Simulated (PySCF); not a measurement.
C₂H₆BBrO. Atoms are numbered in the order given.

```xyz
11

B     -0.5381    -0.3340     0.1589
H     -1.3355    -1.2208     0.3489
Br     0.8086    -0.0088     1.4855
O     -0.5507     0.4310    -0.9301
C     -1.4905     0.2557    -1.9795
C     -0.8012    -0.2441    -3.2265
H     -2.2844    -0.4400    -1.6578
H     -1.9556     1.2379    -2.1585
H     -0.3646    -1.2409    -3.0629
H     -1.5203    -0.3146    -4.0562
H      0.0065     0.4404    -3.5242
```
Charge 0, spin multiplicity 1.

The structure is a stationary point at PBE0-D3(BJ)/def2-SVP. The structure was generated by enumeration, and PubChem lists no compound with its InChIKey, so it may never have been made. Other conformers were not sampled.

Level of theory: PBE0/pcSseg-1 in PySCF.

GIAO shieldings, no solvent; atoms listed in one row are averaged. δ = σ(ref) − σ: ¹¹B against BF3 (σ = 88.8 ppm); ¹H against TMS (σ = 31.56 ppm); ¹⁷O against H2O (σ = 334.2 ppm); ¹³C against TMS (σ = 186.3 ppm), references at their B3LYP-D3(BJ)/def2-TZVP geometries, non-relativistic (without spin–orbit terms, shifts of atoms bonded to Cl or Br come out too high).

Computed chemical shifts:
```tsv
nucleus	atoms	count	δ (ppm)
¹¹B	B1	1	30.9
¹H	H2	1	5.92
¹H	H8	1	4.53
¹H	H7	1	4.35
¹H	H9, H10, H11	3	1.62
¹⁷O	O4	1	227.7
¹³C	C5	1	72.7
¹³C	C6	1	21.5
```
